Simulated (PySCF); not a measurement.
Compound: C₄H₃F₂NO.
Z-matrix (Å and degrees, PBE0-D3(BJ)/def2-SVP geometry), rows numbered from 1:
```
F 
C   1  1.3505
F   2  1.3509  1  108.44
C   2  1.4877  1  109.82  3  -120.39
C   4  1.4230  2  128.81  1   171.43
N   5  1.3056  4  111.46  2   179.98
O   6  1.3618  5  105.98  4    -0.10
C   7  1.3293  6  110.04  5     0.10
H   2  1.1049  1  107.92  3   116.19
H   5  1.0899  4  128.91  2    -0.69
H   8  1.0878  4  133.24  2     0.33
```

Level: CAM-B3LYP/def2-SVPD in PySCF, non-relativistic, on one gas-phase PBE0-D3(BJ)/def2-SVP geometry that isn't relaxed in the solvent. The solvent is an IEF-PCM continuum (Bondi radii, 1.10 Å for H, scaled by 1.2), and excitations are vertical TDDFT with non-equilibrium linear response and a frozen core. Specific hydrogen bonds and non-electrostatic terms are outside this model.

```csv
run,E − E(gas) (kcal/mol),HOMO (eV),HOMO–LUMO gap (eV),dipole (D),lowest singlet (eV),static polarisability (au)
gas,0.00,-9.69,9.81,1.96,6.57,54.9
P,-3.11,-9.58,9.82,2.27,6.57,61.8
Q,-7.09,-9.50,9.82,2.74,6.56,71.7
```

The runs were made in benzene and dimethylsulfoxide. Which run belongs to which solvent?

P = benzene, Q = dimethylsulfoxide. The dielectric constants are 2.271 (benzene), 46.83 (dimethylsulfoxide), and the energy falls further as ε rises. The optical constants n² used for the excitations are 2.25, 2.19 in the same order. In this model the ground state sees the solvent through ε alone.

How constant is the ratio of the lowering to (ε − 1)/(2ε + 1)?

```json
{"solvent": "benzene", "(ε − 1)/(2ε + 1)": "0.229", "E − E(gas) (kcal/mol)": "-3.11", "ratio (kcal/mol)": "-13.6", "polarisation term (kcal/mol)": "-3.38"}
{"solvent": "dimethylsulfoxide", "(ε − 1)/(2ε + 1)": "0.484", "E − E(gas) (kcal/mol)": "-7.09", "ratio (kcal/mol)": "-14.6", "polarisation term (kcal/mol)": "-8.54"}
```

The ratio changes by +7.8 % in size from benzene to dimethylsulfoxide. The polarisation term is half the interaction of the solute with the induced surface charges.
